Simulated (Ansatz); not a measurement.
Reaction (homolysis of the Br–C bond): `[GeH3][CH2]Br` → Br• + `[CH2][GeH3]`•

Calculated with Ansatz (gas phase, PBE0-D4/def2-TZVP geometries, no zero-point term in ΔE). CCSD(T)/CBS adds triple-zeta CCSD(T) − MP2 to the extrapolated MP2 energy (def2 sets, frozen cores). Functionals use def2-TZVPP. B3LYP here is the variant with VWN-RPA as its local correlation; programs differ in this. Open shells (•) are unrestricted, without spin–orbit coupling. Spin–orbit coupling would lower the free atoms: clearly for Br. For Br, Ge outer-core shells are correlated without core-valence functions, so the limit isn't a true one: a few kJ/mol of doubt a bond, and 10 to 20 or more in all where bonds break to atoms. Scalar relativity is left out up to krypton.

| level | ΔE (kJ/mol) |
| --- | --- |
| PBE | 313.1 |
| B3LYP | 282.9 |
| r2SCANh | 290.6 |
| MP2/def2-TZVPP | 328.0 |

Q: What does CCSD(T)/CBS give? (Estimate.)

A: Computed: +320.2 kJ/mol. The listed levels differ from it by -7.1, -37.3, -29.6, 7.8 kJ/mol.

Largest T1 diagnostic among the species: 0.012.

From PBE to PBE0 (25 % exact exchange), in def2-TZVPP and without D4, ΔE moves by −11.6 kJ/mol: exact exchange takes away binding that semilocal exchange gives to molecules. At CCSD(T), def2-SVP lies −41.2 kJ/mol from the extrapolated value and def2-TZVPP −17.1 kJ/mol: correlation converges slowly with the basis, and small sets miss more of it in the bonded molecule than in its fragments.

CCSD(T)/CBS has its own doubt, a few kJ/mol and more with outer-core shells, so smaller differences from it don't rank the levels.
